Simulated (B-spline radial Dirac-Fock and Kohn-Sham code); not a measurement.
## What relativity does to the binding energies of Br²⁴⁺

System: bromine as Br²⁴⁺ in the configuration [Ne] 3s1.

Both columns are ΔSCF binding energies of the configuration average from a B-spline atomic structure program: non-relativistic Hartree-Fock with a point nucleus, and Dirac-Fock with a finite nucleus and the Coulomb interaction alone, averaged over the two j levels with weights 2j+1.

```csv
shell,Hartree-Fock (eV),Dirac-Fock (eV),shift (eV),shift (%)
2p,2660.3,2677.8,+17.54,+0.66
3s,1102.5,1119.1,+16.58,+1.50
```

Relativity binds 2p, 3s more strongly, among those listed most of all 3s in relative terms.

Values without a named source are computed, but for edge energies of neutral atoms, which are taken from tables.
